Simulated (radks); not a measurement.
Values are calculated unless marked as measured or tabulated.
Species: Rb19+. Configuration: [Ne] 3s2 3p5 5p1 (not the ground configuration).

Level of theory: Dirac Kohn-Sham, BLYP, spin-unpolarised, spherical densities, finite nucleus; open shells are shared between the two j in proportion to 2j + 1; Fermi nuclear charge, rms radius 4.2036 fm (a radial shooting solver on a logarithmic mesh with Libxc functionals).

Energy parts (hartree):
total: -2758.72008
kinetic: 2844.81140
electron-nucleus: -6139.03526
Hartree: 611.27675
exchange-correlation: -75.77296

Orbitals (lengths in bohr, moments of r in powers of bohr; r(max) is where P^2 peaks):
| orbital | occ. | eigenvalue (hartree) | <r> | r(max) |
|---|---|---|---|---|
| 1s1/2 | 2 | -581.2233 | 0.04030 | 0.02629 |
| 2s1/2 | 2 | -102.3074 | 0.1761 | 0.1492 |
| 2p1/2 | 2 | -95.63183 | 0.1509 | 0.1170 |
| 2p3/2 | 4 | -93.36954 | 0.1549 | 0.1203 |
| 3s1/2 | 2 | -34.51750 | 0.4517 | 0.4202 |
| 3p1/2 | 1.66667 | -32.20265 | 0.4385 | 0.4034 |
| 3p3/2 | 3.33333 | -31.72318 | 0.4451 | 0.4100 |
| 5p1/2 | 0.333333 | -9.45181 | 1.510 | 1.572 |
| 5p3/2 | 0.666667 | -9.37757 | 1.523 | 1.585 |

The highest occupied level is 5p3/2 at -255.18 eV. The density falls to 0.001 e/bohr^3 at r = 2.52 bohr. The electron density at the nucleus is 5.52e+04 e/bohr^3. Summed over all electrons, <r^2> = 4.436 bohr^2, which gives a Langevin (diamagnetic) susceptibility term of -3.51 x 10^-6 cm^3/mol.
